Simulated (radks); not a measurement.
Results of a calculation; reference values are marked as such.
The nuclear charge of the krypton ion Kr2+ is varied continuously with 34 electrons held in [Ar] 3d10 4s2 4p4. Code: a radial shooting solver on a logarithmic mesh with Libxc functionals. Model: Dirac Kohn-Sham, PBE, spin-unpolarised, spherical densities, finite nucleus; open shells are shared between the two j in proportion to 2j + 1; Fermi nuclear charge, rms radius 4.1884 fm. By the Hellmann-Feynman theorem dE/dZ = E(electron-nucleus)/Z, the electronic potential at the nucleus (averaged over a nucleus of fixed radius).

Z	E (hartree)	E(electron-nucleus)/Z (hartree)	HOMO	e(HOMO) (eV)	<r> HOMO (bohr)
35.6	-2715.02113	-183.584	4p3/2	-25.061	1.829
35.8	-2751.87548	-184.960	4p3/2	-27.842	1.787
36	-2789.00498	-186.335	4p3/2	-30.714	1.748
36.2	-2826.40965	-187.711	4p3/2	-33.675	1.711
36.4	-2864.08957	-189.088	4p3/2	-36.725	1.676
36.6	-2902.04479	-190.465	4p3/2	-39.861	1.643
36.8	-2940.27540	-191.842	4p3/2	-43.083	1.611
37	-2978.78150	-193.219	4p3/2	-46.389	1.582

The central difference of E at Z = 36 is -186.335 hartree, to compare with the third column; the second derivative is -6.88 hartree.
